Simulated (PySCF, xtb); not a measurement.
B(F)(NMe2)(SH) (C2H7BFNS), SMILES B(N(C)C)(F)S. Other conformers were not sampled.

Harmonic wavenumbers (cm⁻¹) from GFN2-xTB run with xtb at its own minimum, in rising order: 29, 120, 161, 207, 230, 293, 308, 380, 406, 460, 591, 781, 939, 1050, 1091, 1095, 1136, 1185, 1207, 1412, 1415, 1454, 1466, 1477, 1481, 1511, 2459, 2941, 2947, 2962, 2968, 3028, 3064.

### Question
What does PBE-D3(BJ)/def2-SVP (PySCF) give at its own minimum? (Estimate from the structure and the level; the computed values follow.)

### Answer
85, 133, 178, 207, 263, 290, 322, 382, 410, 548, 596, 768, 942, 1045, 1075, 1103, 1130, 1209, 1247, 1376, 1393, 1407, 1416, 1419, 1423, 1517, 2645, 2926, 2933, 2987, 2994, 3077, 3102. Paired by order, the mean absolute difference is 30 cm⁻¹ and the zero-point energies are 60.4 and 60.8 kcal/mol.
